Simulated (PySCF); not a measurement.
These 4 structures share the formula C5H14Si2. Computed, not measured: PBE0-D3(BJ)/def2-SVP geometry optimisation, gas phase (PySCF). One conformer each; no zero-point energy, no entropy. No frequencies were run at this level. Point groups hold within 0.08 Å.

Question: Rank from lowest to highest electronic energy at this level (kcal/mol).
A. `[CH3:1][CH:2]([CH3:3])[SiH2:4]/[CH:5]=[CH:6]/[SiH3:7]` with C1–C2–Si4–C5 -57°, C2–Si4–C5–C6 117°
B. `[SiH3:1][CH:2]([SiH3:3])[CH:4]1[CH2:5][CH2:6][CH2:7]1` with Si1–C2–C4–C5 170°, C2–C4–C5–C6 -143°, C4–C5–C6–C7 20°, C5–C6–C7–C4 -20°, C2–C4–C7–C6 143°
C. `[CH3:1][CH:2]([CH3:3])[SiH:4]1[CH2:5][SiH2:6][CH2:7]1` with C1–C2–Si4–C5 -175°, C2–Si4–C5–Si6 106°, Si4–C5–Si6–C7 9°, C5–Si6–C7–Si4 -9°, C2–Si4–C7–Si6 -107°
D. `[SiH3:1][SiH2:2][CH:3]1[CH2:4][CH2:5][CH2:6][CH2:7]1` with Si1–Si2–C3–C4 66°, Si2–C3–C4–C5 -160°, C3–C4–C5–C6 12°, C4–C5–C6–C7 14°, C5–C6–C7–C3 -35°

Answer: C (0.0), D (10.4), A (29.1), B (30.2).

Neighbours under 2.5 kcal/mol apart (CC(C)[SiH2]/C=C/[SiH3] and [SiH3]C([SiH3])C1CCC1) can change places with a better method, another conformer or zero-point energy.

```json
{"SMILES": "CC(C)[SiH]1C[SiH2]C1", "E (Eh)": "-777.16458", "E rel (kcal/mol)": "0.0", "dipole (D)": "0.68", "point group": "C1", "A, B, C (MHz)": "3012, 1134, 1090"}
{"SMILES": "[SiH3][SiH2]C1CCCC1", "E (Eh)": "-777.14805", "E rel (kcal/mol)": "10.4", "dipole (D)": "1.19", "point group": "C1", "A, B, C (MHz)": "3019, 926.9, 889.9"}
{"SMILES": "CC(C)[SiH2]/C=C/[SiH3]", "E (Eh)": "-777.11825", "E rel (kcal/mol)": "29.1", "dipole (D)": "0.87", "point group": "C1", "A, B, C (MHz)": "4321, 617.8, 568.5"}
{"SMILES": "[SiH3]C([SiH3])C1CCC1", "E (Eh)": "-777.11642", "E rel (kcal/mol)": "30.2", "dipole (D)": "1.05", "point group": "Cs", "A, B, C (MHz)": "2302, 1219, 844.1"}
```

Q: As an exercise, what shares would exp(−E/RT) give at 2000 K from these electronic energies alone (no entropy, no degeneracies)?

A: RT = 3.974 kcal/mol: CC(C)[SiH]1C[SiH2]C1 93.0 %, [SiH3][SiH2]C1CCCC1 6.8 %, CC(C)[SiH2]/C=C/[SiH3] 0.1 %, [SiH3]C([SiH3])C1CCC1 under 0.1 %.
